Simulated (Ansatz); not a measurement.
A nudged elastic band was laid between two geometries of CH4SeZn (7 atoms, charge 0, multiplicity 1).

The calculation used UHF/def2-SVP (Ansatz 0.2.0).

```
movable images  : 5
climbing image  : yes
spring          : 5.0 eV/Å²
optimiser       : quadratic models (default)
start path      : through a guess of the saddle point
force threshold : 0.03 eV/Å
iteration limit : 60
end points      : relaxed
```

Image 0:

```xyz
7
Properties=species:S:1:pos:R:3
Zn -1.392 0.315 -0.418
C 0.157 -0.540 0.515
Se 1.816 0.507 0.314
H -2.599 1.002 -1.158
H -0.017 -0.539 1.594
H 0.362 -1.570 0.226
H 1.734 0.756 -1.119
```

Image 6:

```xyz
7
Properties=species:S:1:pos:R:3
Zn -1.439 0.566 -0.404
C -0.361 -0.623 0.741
Se 1.528 -0.595 0.821
H -2.322 1.502 -1.304
H -0.794 -1.371 1.400
H 1.737 -1.638 1.816
H 1.713 2.091 -3.115
```

Which bonds break or form, and what moves?

Bonds broken: C2–H6, Se3–H7. Bonds formed: Se3–H6. CH4SeZn becomes CH3SeZn + H.

What energy profile does the band end with?

It converged. The highest image is number 4 of 0 to 6, 3.85 eV above the first end and 0.63 eV above the last; the last end lies 3.22 eV above the first. Neighbouring images differ by up to 3.2 eV, so the band resolves the path poorly. A vibrational analysis at the climbing image gives one clearly imaginary mode, 864i cm⁻¹: a first-order saddle point.

```csv
image,path coordinate (Å),energy (eV),C2–H6 (Å),Se3–H7 (Å),Se3–H6 (Å)
0,0.00,0.00,1.09,1.46,2.54
1,1.83,3.19,3.23,1.46,4.22
2,3.66,3.20,4.42,1.46,4.98
3,5.48,3.20,4.05,1.46,3.71
4,7.31,3.85,2.58,1.59,1.67
5,8.73,3.24,2.56,3.22,1.46
6,10.15,3.22,2.57,4.77,1.46
```

What is the geometry of the highest image?


```xyz
7
Properties=species:S:1:pos:R:3
Zn -1.580 0.681 -0.610
C -0.254 -0.334 0.447
Se 1.617 -0.090 0.283
H -2.648 1.463 -1.451
H -0.468 -1.017 1.265
H 1.949 -1.513 1.085
H 1.445 0.741 -1.066
```

The run took 12 min on 2 threads of Intel(R) Xeon(R) Platinum 8259CL CPU @ 2.50GHz (Skylake/Cascade Lake), with other jobs on the host, peak memory 0.42 GiB.
